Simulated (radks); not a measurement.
Q: Species: Tl X. Configuration: [Kr] 4d10 4f14 5s2 5p5 5d5 (not the ground configuration). Calculated with a radial shooting solver on a logarithmic mesh with Libxc functionals: scalar-relativistic Kohn-Sham, LDA (Slater exchange, Perdew-Wang correlation), spin-polarised, spherical densities, finite nucleus; open shells are filled with parallel spins first (spin-orbit coupling, left out, can overturn this in heavy ions); Fermi nuclear charge, rms radius 5.4759 fm. Some entries of the table are withheld. Estimate them.

orbital  occ.  eigenvalue (eV)  <r> (bohr)
1s up       1        -85667.53     0.01633
1s down     1        -85667.33     0.01633
2s up       1        -15382.24     0.06880
2s down     1        -15381.48     0.06880
2p up       3        -13262.60     0.06236
2p down     3        -13261.90     0.06236
3s up       1        -3786.777      0.1777
3s down     1        -3786.309      0.1777
3p up       3        -3176.386      0.1793
3p down     3        -3175.887      0.1793
3d up       5        -2541.593      0.1624
3d down     5        -2540.955      0.1624
4s up       1        -961.5396      0.3918
4s down     1        -960.6523      0.3917
4p up       3        -761.1466      0.4176
4p down     3        -760.2295      0.4174
4d up       5        -525.8222      0.4394
4d down     5        -524.7409      0.4388
5s up       1        -277.6696      0.8555
5s down     1        -272.6661      0.8513
4f up       7        -265.0050      0.4644
4f down     7        -263.6384      0.4619
5p up       3        -219.7922      0.9566
5p down     2        -214.1932      0.9535
5d up       5              (1)       1.138
5d down     0              (2)       1.142

A: 
(1) 5d up eigenvalue (eV): -150.8544
(2) 5d down eigenvalue (eV): -145.0390
